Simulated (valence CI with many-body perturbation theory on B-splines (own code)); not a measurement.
## E1 line list for Pt7+

Computed by relativistic CI+MBPT: three valence electrons over a frozen Dirac-Fock core [Xe] 4f14, a basis of 7 s, 7 p, 8 d, 6 f, 4 g, 1 h functions for each j, with the one-electron correlation potential Σ1 (screened to all orders), the two-electron term Σ2, the three-electron term Σ3, Breit, model QED; selected single and double excitations, second order for the rest, scaled by the run's own slope (own B-spline code, finite nucleus).

No measured levels were compared; by estimate terms of the open shell hold to 2 to 4 % of their energy, and close levels can change places; different configurations can be misplaced against each other by 1,000 to 8,000 cm⁻¹. The list stops below the first excitations out of the core.

Lines 151 to 200 of 436 in falling wavelength, among levels below 322260 cm⁻¹, chosen from the strongest by gf and those to the six lowest levels. Wavelengths and rates use the calculated energies, so an error of 2000 cm⁻¹ moves a line at 90.07 nm by 1.8 % and its rate by three times that or more. Electric multipoles are in the length gauge, E1 and E2 with the static RPA response of the core. Weak lines are less certain than strong ones. Lines between different terms over intervals too small for the method are left out, as are lines whose strength nearly cancels. The highest levels of a list are the least certain.

Levels are named by their leading jj configuration (3d3/2^4 stands for four electrons in 3d with j = 3/2), which in mixed levels can hold well under half, so a name can repeat and another be missing. Letters in brackets count levels of one name in rising energy.

```tsv
λ vac (nm)	Upper	Lower	A (s⁻¹)	S (a.u.)
90.07	(5d3/2 5d5/2 6p1/2) J=5/2 [a]	(5d3/2^2 6s) J=3/2	1.70e+06	3.69e-03
90.03	(5d3/2 5d5/2 6p3/2) J=5/2	(5d3/2 5d5/2 6s) J=3/2 [b]	2.15e+08	4.65e-01
89.97	(5d3/2 5d5/2 6p3/2) J=5/2	(5d3/2 5d5/2 6s) J=7/2 [b]	3.53e+07	7.62e-02
89.96	(5d3/2^2 6p3/2) J=1/2	(5d3/2^2 6s) J=1/2	1.70e+08	1.22e-01
89.76	(5d5/2^2 6p1/2) J=7/2	(5d3/2 5d5/2 6s) J=9/2	4.09e+07	1.17e-01
89.18	(5d5/2^2 6p1/2) J=9/2	(5d3/2 5d5/2 6s) J=9/2	1.24e+07	4.35e-02
89.03	(5d5/2^2 6p1/2) J=3/2	(5d3/2 5d5/2 6s) J=5/2 [b]	9.19e+07	1.28e-01
88.91	(5d3/2^2 6p1/2) J=1/2	(5d3/2^2 6s) J=3/2	2.38e+08	1.65e-01
88.67	(5d5/2^2 6p1/2) J=3/2	(5d3/2 5d5/2 6s) J=3/2 [a]	5.28e+07	7.26e-02
88.49	(5d5/2^2 6p1/2) J=5/2	(5d3/2 5d5/2 6s) J=5/2 [b]	1.14e+08	2.34e-01
88.47	(5d3/2^2 6p3/2) J=5/2	(5d3/2 5d5/2 6s) J=7/2 [a]	5.01e+07	1.03e-01
88.14	(5d5/2^2 6p1/2) J=5/2	(5d3/2 5d5/2 6s) J=3/2 [a]	3.75e+05	7.60e-04
87.22	(5d3/2^2 6p3/2) J=7/2	(5d3/2 5d5/2 6s) J=7/2 [a]	1.68e+08	4.40e-01
86.69	(5d5/2^2 6p1/2) J=7/2	(5d3/2 5d5/2 6s) J=5/2 [a]	8.23e+06	2.12e-02
86.36	(5d3/2 5d5/2 6p1/2) J=3/2 [a]	(5d3/2^2 6s) J=5/2	7.01e+07	8.91e-02
86.27	(5d3/2 5d5/2 6p3/2) J=7/2	(5d3/2 5d5/2 6s) J=5/2 [b]	1.25e+05	3.17e-04
86.17	(5d3/2 5d5/2 6p3/2) J=5/2	(5d3/2 5d5/2 6s) J=5/2 [b]	2.03e+08	3.84e-01
85.84	(5d3/2 5d5/2 6p3/2) J=5/2	(5d3/2 5d5/2 6s) J=3/2 [a]	5.72e+07	1.07e-01
85.12	(5d3/2 5d5/2 6p1/2) J=5/2 [b]	(5d3/2^2 6s) J=5/2	1.37e+08	2.50e-01
84.54	(5d3/2 5d5/2 6p3/2) J=9/2	(5d3/2 5d5/2 6s) J=9/2	3.38e+08	1.01e+00
84.35	(5d3/2 5d5/2 6p1/2) J=7/2 [b]	(5d3/2^2 6s) J=5/2	9.93e+07	2.35e-01
84.04	(5d3/2 5d5/2 6p3/2) J=7/2	(5d3/2 5d5/2 6s) J=9/2	9.09e+06	2.13e-02
83.79	(5d5/2^2 6p1/2) J=3/2	(5d3/2 5d5/2 6s) J=5/2 [a]	3.79e+07	4.40e-02
83.69	(5d3/2 5d5/2 6p1/2) J=3/2 [a]	(5d3/2^2 6s) J=3/2	5.71e+07	6.61e-02
83.57	(5d5/2^2 6p1/2) J=3/2	(5d3/2^2 6s) J=1/2	1.73e+08	1.99e-01
83.31	(5d5/2^2 6p1/2) J=5/2	(5d3/2 5d5/2 6s) J=5/2 [a]	1.09e+08	1.87e-01
82.94	(5d5/2^2 6p1/2) J=7/2	(5d3/2 5d5/2 6s) J=7/2 [a]	1.93e+08	4.34e-01
82.73	(5d3/2 5d5/2 6p1/2) J=1/2	(5d3/2^2 6s) J=3/2	1.39e+08	7.75e-02
82.53	(5d3/2 5d5/2 6p1/2) J=5/2 [b]	(5d3/2^2 6s) J=3/2	2.51e+08	4.18e-01
82.44	(5d5/2^2 6p1/2) J=9/2	(5d3/2 5d5/2 6s) J=7/2 [a]	8.46e+08	2.34e+00
82.32	(5d3/2 5d5/2 6p1/2) J=3/2 [b]	(5d3/2^2 6s) J=5/2	2.75e+06	3.02e-03
81.34	(5d3/2 5d5/2 6p3/2) J=7/2	(5d3/2 5d5/2 6s) J=5/2 [a]	1.73e+09	3.69e+00
81.26	(5d3/2 5d5/2 6p3/2) J=5/2	(5d3/2 5d5/2 6s) J=5/2 [a]	1.85e+09	2.94e+00
80.86	(5d3/2^2 6p3/2) J=3/2	(5d3/2^2 6s) J=5/2	5.47e+08	5.71e-01
80.04	(5d3/2^2 6p3/2) J=5/2	(5d3/2^2 6s) J=5/2	1.69e+09	2.57e+00
79.89	(5d3/2 5d5/2 6p1/2) J=3/2 [b]	(5d3/2^2 6s) J=3/2	1.66e+07	1.67e-02
79.84	(5d5/2^2 6p1/2) J=5/2	(5d3/2 5d5/2 6s) J=7/2 [a]	5.01e+07	7.55e-02
79.02	(5d3/2^2 6p3/2) J=7/2	(5d3/2^2 6s) J=5/2	3.03e+09	5.90e+00
78.52	(5d3/2^2 6p3/2) J=3/2	(5d3/2^2 6s) J=3/2	2.87e+09	2.74e+00
78.46	(5d3/2 5d5/2 6p3/2) J=9/2	(5d3/2 5d5/2 6s) J=7/2 [a]	2.71e+09	6.47e+00
78.03	(5d3/2 5d5/2 6p3/2) J=7/2	(5d3/2 5d5/2 6s) J=7/2 [a]	1.41e+09	2.64e+00
77.95	(5d3/2 5d5/2 6p3/2) J=5/2	(5d3/2 5d5/2 6s) J=7/2 [a]	7.60e+08	1.07e+00
77.74	(5d3/2^2 6p3/2) J=5/2	(5d3/2^2 6s) J=3/2	1.56e+09	2.17e+00
75.96	(5d3/2^2 6p3/2) J=1/2	(5d3/2^2 6s) J=3/2	3.82e+09	1.65e+00
75.48	(5d5/2^2 6p1/2) J=7/2	(5d3/2^2 6s) J=5/2	8.04e+07	1.36e-01
73.28	(5d5/2^2 6p1/2) J=3/2	(5d3/2^2 6s) J=5/2	1.28e+05	9.93e-05
72.91	(5d5/2^2 6p1/2) J=5/2	(5d3/2^2 6s) J=5/2	1.11e+08	1.27e-01
71.40	(5d3/2 5d5/2 6p3/2) J=7/2	(5d3/2^2 6s) J=5/2	2.30e+07	3.31e-02
71.35	(5d5/2^2 6p1/2) J=3/2	(5d3/2^2 6s) J=3/2	1.06e+07	7.62e-03
71.33	(5d3/2 5d5/2 6p3/2) J=5/2	(5d3/2^2 6s) J=5/2	2.39e+08	2.57e-01
```
